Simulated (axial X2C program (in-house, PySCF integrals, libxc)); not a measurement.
# SbS⁺: properties at the nuclei

Calculated with an axial X2C code built on PySCF integrals: two-component X2C with atomic mean-field Coulomb and Gaunt terms, Gaussian nuclei, basis Sb dyall-cv3z, S dyall-av3z with contracted cores.

R = 2.141 Å (near the PBE0 minimum at charge 1 of the determinant lowest at the starting distance; the state shown can have its own minimum elsewhere).

Determinant lowest in the PBE0 search, Ω = 0 (closed shell), highest spinor 69% S p, 24% Sb p, 3% Sb d:

```tsv
level	qzz Sb (a.u.)	qzz S (a.u.)
PBE0	-7.52	-0.44
HF	-9.42	-0.35
BHandHLYP	-8.02	-0.46
TPSSh	-7.14	-0.44
PBE	-6.83	-0.48
```

Determinant 2.42 eV from it at PBE0 and this distance, Ω = 1 (⟨Sz⟩ = 1.00, ⟨Lz⟩ = 0.00 at PBE0), spin on the atoms Sb 0.47, S 0.53:

```tsv
level	Eeff magnitude (GV/cm)	Ws magnitude Sb (kHz)	A∥/gI Sb (MHz)	qzz Sb (a.u.)	A∥/gI S (MHz)	qzz S (a.u.)
PBE0	0.965	0.536	-1410	-4.11	140	-0.93
HF	0.501	0.241	-1370	-5.25	209	-0.76
BHandHLYP	1.3	0.717	-1350	-4.38	167	-0.90
TPSSh	0.753	0.421	-1360	-3.78	153	-0.99
PBE	1.01	0.566	-1370	-3.70	121	-1.02
```

Eeff is the effective electric field on the electron electric dipole moment in this Ω state and Ws the scalar–pseudoscalar constant of the nucleus named (defined with the proton number Z and per Ω); A∥ (defined per Ω) follows by multiplying with gI = μI/(I μN); qzz is the electric field gradient, eQq0 = 234.96 MHz × Q/barn × qzz. The operators were transformed with the bare-nucleus X2C matrices; with these basis sets, hyperfine constants and field gradients can be off by tens of per cent, and where levels differ in sign neither size nor sign is settled.

Q: With Q(121Sb) = -0.543 barn, Q(33S) = -0.0694 barn (Q from Pyykkö, Mol. Phys. 2018), turn the PBE0 values of the first state into constants in MHz.

A: eQq0(121Sb) = 234.96 × (-0.543) × (-7.52) = 959 MHz; eQq0(33S) = 234.96 × (-0.0694) × (-0.44) = 7.17 MHz.

Each state is one determinant with collinear spin, which with several unpaired electrons need not be a pure state. Unrestricted Hartree–Fock can overshoot spin polarisation at the nuclei. A closed determinant beside an open π² or δ² triplet, such as (π1/2)², mixes with its partner pair into the 0⁺ component of the triplet and ¹Σ⁺, so its energy is not that of a level, and 0⁺ can lie lowest. With several open shells hyperfine constants can be off by a factor of several. Where Eeff spreads by more than a factor of two the levels disagree and none is to be relied on. Open-shell Ω = 0 determinants with evenly filled partner blocks cannot be reached by this program, so the Ω shown need not be the lowest component. The search compared states at one distance, so a state with another bond length can lie lower. PBE0 term energies can be off by some tenths of an eV.
